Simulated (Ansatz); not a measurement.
Input for Ansatz (a program for electronic structure): R-B3LYP/def2-TZVPP on FGeH (SMILES [F][GeH]), atoms moved off the minimum.

Ansatz 0.2 input:
```yaml
crystal:
  periodic: [false, false, false]
  atoms:
    - {symbol: Ge, position_ang: [-0.06189390, -0.24313919, 0.30381290]}
    - {symbol: H, position_ang: [-0.96022620, -1.04033696, -0.85213533]}
    - {symbol: F, position_ang: [0.50280786, 0.95685231, -0.87753774]}
basis:
  gaussian:
    orbitals: def2-TZVPP
hamiltonian:
  xc: {name: B3LYP}
scf: {lower_state_search: off}
output: {forces: true}
```

The head of its log:

```
WARN ansatz: RAYON_NUM_THREADS=1 ignored (pool sized by the plan → 1); use --threads N
Functional definition: B3LYP
these checks for a lower state are left out or cut short: stability, starts, cluster_reference, orbital_swaps, neighbouring_geometries, increment
integrals: 0.02 GiB planned
604 factors; their error is unknown
mean field: 0.23 GiB planned
mean field evaluation 1: about -59251.1355 eV, gradient 4.2e1 eV
mean field evaluation 2: about -59232.2418 eV, gradient 1.2e2 eV
```

Problem. Predict the final total energy.

Solution. -2177.5457 hartree.
